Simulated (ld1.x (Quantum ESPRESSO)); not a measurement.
The numbers below are computed, except where a source is named.
**Hardness and transferability of assorted potentials**

Generated with ld1.x 7.5 (TM, RRKJ, ultrasoft, PAW), atompaw 4.2 or ONCVPSP 4.0.1. The cutoff is in Ry: for ld1.x and atompaw files where the sum of valence levels is converged to 10 mRy in a Bessel basis, for ONCV files where the hardest occupied wave has 1 mHa per electron of residual kinetic energy. The error is the largest all-electron minus pseudo excitation energy over each file’s own four to seven test configurations (ionisations up to +4, promotions, holes and added fractions of an electron), all of which were solved. The labels leave out finer settings (local radius, basis sizes, second energies), which also bear on the numbers. Spin-polarised tests are not counted. The rows are a selection from randomly drawn settings: files with unsolved tests, undetermined cutoffs or missed reference levels are left out.

A true bound ghost makes a file unfit for plane-wave use even where its test errors are small: the radial tests pick states by their node count and pass the ghost by.

| element | potential | cutoff (Ry) | largest error (meV) | bound ghosts |
| --- | --- | --- | --- | --- |
| F | PAW, PBE, scalar-relativistic, rc 0.85/1.35/1.35 (spd), local smoothed, core correction yes, reference 2s1 2p6 | 40 | +306 | none |
| K | TM, LDA (PZ), fully relativistic, rc 3.15/4.20/3.75 (spd), local smoothed, core correction yes, reference 4s0.75 4p0.25 | 6 | -4.4 | none |
| V | PAW, PBE, scalar-relativistic, rc 1.60/2.20/1.50 (spd), local smoothed, core correction yes, reference 3s2 3p6 3d3 4s2 4p0 | 45 | -7.1 | none |
| Ge | ultrasoft, LDA (PZ), scalar-relativistic, rc 1.80/1.98/1.94 (spd), local smoothed, core correction yes, reference 4s2 4p2 | 8 | -276 | d |
| Pm | TM, PBEsol, fully relativistic, rc 3.55/3.55/1.95 (spd), local s, core correction yes, reference 5d1 6s1.5 6p0 | 12 | -132 | none |
| Os | PAW, PBE, scalar-relativistic, rc 2.20/2.75/1.40 (spd), local smoothed, core correction yes, reference 5d6 6s0 6p0 | 50 | -502 | none |

(1) Fill in the row for Re: TM, PBE, scalar-relativistic, rc 1.95/2.95/1.95/2.90 (spdf), local s, core correction yes, reference 5d5 6s2 6p0.

Results:

(1) cutoff 35 Ry, largest error -701 meV, bound ghosts: none.
